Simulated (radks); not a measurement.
Species: the bismuth ion Bi+. Configuration: [Xe] 4f13 5d10 6s2 6p3 (not the ground configuration). Method: Dirac Kohn-Sham, PBEsol, spin-unpolarised, spherical densities, finite nucleus; open shells fill j = l - 1/2 first; Fermi nuclear charge, rms radius 5.5211 fm; computed with a radial shooting solver on a logarithmic mesh with Libxc functionals.

X-ray form factor f0, the Fourier transform of the density (f0(0) = 82):

sin(theta)/lambda (1/angstrom),f0 (electrons)
0.05,80.895
0.1,77.970
0.15,74.057
0.2,69.877
0.25,65.815
0.3,62.002
0.4,55.173
0.5,49.337
0.6,44.405
0.8,36.665
1,30.722
1.25,24.858
1.5,20.518
2,15.545
